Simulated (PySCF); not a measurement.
Al(Cl)(Br)(NH2) (AlBrClH2N), SMILES [NH2][Al]([Cl])[Br]. Coordinates come from a PBE-D3(BJ)/def2-SVP optimisation. Other conformers were not sampled.

Calculation: PBE-D3(BJ)/def2-SVP (PySCF).

Harmonic wavenumbers (cm⁻¹): 124, 157, 198, 350, 356, 366, 536, 670, 848, 1464, 3509, 3605. Rotational constants (GHz): 4.084, 1.315, 0.9948; symmetry number 1.

Work out the zero-point energy and the ideal-gas rigid-rotor harmonic-oscillator thermochemistry at 298.15 K and 1 atm.

ZPE = ½ Σ hcν = ½ × 12183 cm⁻¹ = 17.42 kcal/mol. H − E(el) = 21.88 kcal/mol. Entropy in cal/(mol K): translation 41.09, rotation 28.49, vibration 12.28, total 81.85. G − E(el) = -2.52 kcal/mol. Cp = 21.01 cal/(mol K). Modes under 150 cm⁻¹ make the vibrational entropy uncertain.
